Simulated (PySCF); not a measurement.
Basis-set dependence of KF at CCSD(T)

PySCF, RHF reference; singlet, unpaired electrons none; De to K + F without counterpoise correction. Frozen cores follow the default of each basis and core potential.

| basis | relativity | functions | Re (Å) | ωe (cm⁻¹) | De (eV) | frozen orbitals |
| --- | --- | --- | --- | --- | --- | --- |
| x2c-SVPall | spin-free X2C | 38 | 2.167 | 485 | 4.14 | 6 |
| def2-SVPD | no relativity | 50 | 2.249 | 410 | 4.98 | 6 |
| x2c-TZVPPall | spin-free X2C | 64 | 2.217 | 422 | 4.63 | 6 |

(1) How does each smaller set differ from the one with most functions, x2c-TZVPPall?

Correlated steps freeze 6 core orbitals. Correlated levels converge slowly with the basis: in double zeta they bind strong bonds too weakly, by up to about 1 eV, and carry superposition errors of some tenths. Where the molecule has an RHF reference, its open-shell atoms are computed with UHF.

Results:

(1) x2c-SVPall: -5.0 pm, +14.9 % in ωe, -0.49 eV in De; def2-SVPD: +3.2 pm, -2.8 % in ωe, +0.35 eV in De. All at CCSD(T); the set with most functions is neither the basis-set limit nor always the best. The rows treat relativity differently, so the differences are not basis effects alone.
